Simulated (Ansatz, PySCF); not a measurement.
C2H5InO2, SMILES [OH][In]([OH])[CH]=C. Atoms are numbered in the order given.

```xyz
10

In    -0.0592     0.1647     0.1714
C      0.0095    -0.2834    -1.9045
C      0.4589    -1.4498    -2.3780
H     -0.3400     0.4792    -2.6100
H      0.4871    -1.6635    -3.4540
H      0.8227    -2.2544    -1.7287
O     -0.7212     1.8912     0.9155
H     -0.6690     1.8920     1.8784
O      0.5130    -1.0394     1.6675
H      0.8426    -1.8925     1.3653
```

Geometry: PBE0-D3(BJ)/def2-SVP. The structure was generated by enumeration; whether it is a known compound was not checked. The def2 effective core potentials stand for the cores of In; spin–orbit coupling is left out. The values are those of a single conformer.

Two levels are set side by side: PBE-D3(BJ)/def2-SVP (Ansatz, a program for electronic structure) and PBE0-D3(BJ)/def2-SVP (Ansatz). Each level has its own optimised geometry; the coordinates shown are those of the second. Frequencies come from the Hessian of PySCF at each geometry. Differences are taken from unrounded values.

```csv
quantity,PBE0-D3(BJ),PBE-D3(BJ),PBE-D3(BJ) minus PBE0-D3(BJ)
mean bond length (Å),1.408,1.423,0.015
bond In1–C2 (Å),2.125,2.145,0.020
bond In1–O7 (Å),1.993,2.020,0.027
bond In1–O9 (Å),2.004,2.032,0.028
bond C2–C3 (Å),1.337,1.346,0.009
bond C2–H4 (Å),1.096,1.104,0.008
bond C3–H5 (Å),1.097,1.106,0.008
bond C3–H6 (Å),1.096,1.104,0.008
bond O7–H8 (Å),0.964,0.977,0.013
bond O9–H10 (Å),0.963,0.977,0.013
highest harmonic wavenumber (cm⁻¹),3902,3710,-192
mean harmonic wavenumber (cm⁻¹),1237,1190,-47
zero-point energy (kcal/mol),42.46,40.85,-1.61
```

Exact exchange shortens and stiffens bonds; PBE has none. Differences between two approximate levels are no errors against the true value.
